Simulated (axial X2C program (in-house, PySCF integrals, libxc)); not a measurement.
**What spin–orbit coupling does to TlH⁻**

Calculated with an in-house relativistic program for diatomic molecules. Spin-free means the one-electron spin-free X2C Hamiltonian; two-component (2c) means X2C with spin–orbit coupling and atomic mean-field two-electron Coulomb and Gaunt terms, so the difference of the two also holds small scalar two-electron terms. Basis: Tl dyall-acv3z [13s15p11d8f1g], H dyall-av3z [7s3p2d] (cores contracted in-house); Gaussian nuclei, density fitting, unrestricted open shells. Masses: Tl 204.974 u, H 1.008 u.

Spin-free state: M_S = 1/2, Λ = 1 (beyond evenly filled blocks: π+α); fragments Tl + H- for PBE0, MP2, B3LYP; Tl- + H for HF.

```csv
level,Re (Å),ωe (cm⁻¹),De (eV),μ (D)
PBE0,1.940,1208.3,2.074,-1.56
HF,1.936,1236.0,n/a,-1.26
MP2,1.937,1181.4,1.991,n/a
B3LYP,1.963,1161.2,1.967,-1.76
```

Correlated methods: 15 electrons correlated (number of frozen shells: Tl 5 s, 4 p, 2 d, 1 f; H none), 255 virtual spin orbitals or spinors in MP2.

Dipoles are positive if H is the positive end and refer to the centre of mass.

(1) Within this multiplet, which Ω should lie lowest by the rule for regular and inverted multiplets?

Two-component determinant lowest at the distance of the search:

Ω = 1/2 (⟨Sz⟩ = -0.49, ⟨Lz⟩ = 0.99 at HF); fragments Tl + H- for PBE0, MP2, B3LYP; Tl- + H for HF.

```
level  Re (Å)  ωe (cm⁻¹)  De (eV)  μ (D)
 PBE0   1.933     1170.9    1.743  -1.63
   HF   1.935     1168.2      n/a  -1.42
  MP2   1.924     1179.2    1.657    n/a
B3LYP   1.956     1120.8    1.573  -1.83
```

(2) From the two tables, how do the constants change at the MP2 level (2c against spin-free)?

One determinant describes the state; a PBE0 search over occupations chose it and may have missed a lower one. De is counted from the lowest determinant-based energies of the atoms at the same level, without counterpoise correction. De is not given where an atomic determinant may have missed its ground term or J level, or where the truncated virtual space spoils (T). Density functionals use the spin component along the axis (collinear). The highest occupied level is positive at some bond lengths even in Hartree–Fock (under at least one Hamiltonian), so the basis set holds the extra electron there; where that holds at Re the anion is at best weakly bound and its constants depend on the basis. PBE0 can misorder states that lie within some tenths of an eV, so this need not be the ground state of the molecule. The nearest other spin-free determinant of the search, M_S = 1/2, Λ = 0, lies 0.48 eV up at the distance of the search. Without a current term, density functionals place determinants with orbital angular momentum somewhat too high.

Answers

(1) The open π shell holds one electron, so the multiplet is regular: Ω = Λ − 1/2 = 1/2. The PBE0 2c search agrees.

(2) At the MP2 level Re goes down by 0.013 Å and ωe decreases by 2.2 cm⁻¹; De changes by -0.334 eV.
